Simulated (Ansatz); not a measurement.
Compare A (`C[SiH](F)C#N`) with its isomer B (`FC1=N[SiH2]C1`).

Program: Ansatz. Geometries: PBE0-D4/def2-TZVP. ΔE: electronic, gas phase. CCSD(T)/CBS is the MP2 limit (def2-TZVPP, def2-QZVPP) plus CCSD(T) − MP2 in def2-TZVPP, frozen cores. DFT in def2-TZVPP. B3LYP here is the variant with VWN-RPA as its local correlation; programs differ in this.

**Question.** Which isomer does CCSD(T)/CBS put lower? Give the gap. (Estimate.)

**Answer.** The calculation gave: A, by 256.6 kJ/mol.

**Question.** Give E(B) − E(A) in kJ/mol with PBE-D4, CCSD(T)/def2-TZVPP, r2SCAN-D4, B3LYP-D4, CCSD(T)/def2-SVP, HF/def2-TZVPP, MP2/def2-TZVPP. (An estimate is asked.)

**Answer.** Computed: PBE-D4 208.8, CCSD(T)/def2-TZVPP 256.6, r2SCAN-D4 227.8, B3LYP-D4 246.5, CCSD(T)/def2-SVP 242.0, HF/def2-TZVPP 276.1, MP2/def2-TZVPP 265.5. None reverses the order clearly.

**Question.** Does the order hold for the free energy at 298.15 K (harmonic terms from PBE0-D4)? (An estimate is asked.)

**Answer.** Computed: Yes: G(B) − G(A) = +262.4 kJ/mol.

Largest T1 diagnostic: 0.013.

At CCSD(T), def2-SVP lies −14.6 kJ/mol from the extrapolated value and def2-TZVPP +0.0 kJ/mol. Leaving LDA and LC-ωPBE aside and taking each functional with its dispersion term where it has one, the values, not all of them listed here, spread over 50.3 kJ/mol, from PBE-D4 to B2PLYP. LDA lies −40.9 kJ/mol from PBE without D4.
